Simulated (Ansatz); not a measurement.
C2H6S2Si, SMILES `C[SiH2]C(=S)S` at its PBE0-D4/def2-TZVP geometry, where that method's forces vanish. Total charge 0; spin multiplicity 1.

```xyz
11

C    -0.9658   -0.9680   -1.1501
Si   -0.7391    0.4264    0.0596
C     0.9796    0.2971    0.8632
S     1.4307   -1.1250    1.5129
S     1.9113    1.7417    0.8372
H    -0.2489   -0.8891   -1.9700
H    -1.9742   -0.9488   -1.5702
H    -0.8124   -1.9238   -0.6459
H    -1.7213    0.3686    1.1716
H    -0.8479    1.7535   -0.6088
H     2.9878    1.2674    1.5004
```

(1) What forces (eV/Å) does PBE-D4/def2-TZVPP give on these atoms in the Gaussian-basis code of Ansatz? (Estimate.)

## Answers

(1) The calculation gave: 
```
C1  -0.013  0.014 -0.001
Si2  0.059  0.059  0.026
C3  -0.206  0.167 -0.142
S4   0.150 -0.558  0.244
S5  -0.062  0.460 -0.174
H6   0.133  0.010 -0.155
H7  -0.188 -0.002 -0.083
H8   0.032 -0.182  0.097
H9  -0.111 -0.005  0.119
H10 -0.038  0.144 -0.078
H11  0.243 -0.108  0.147
```
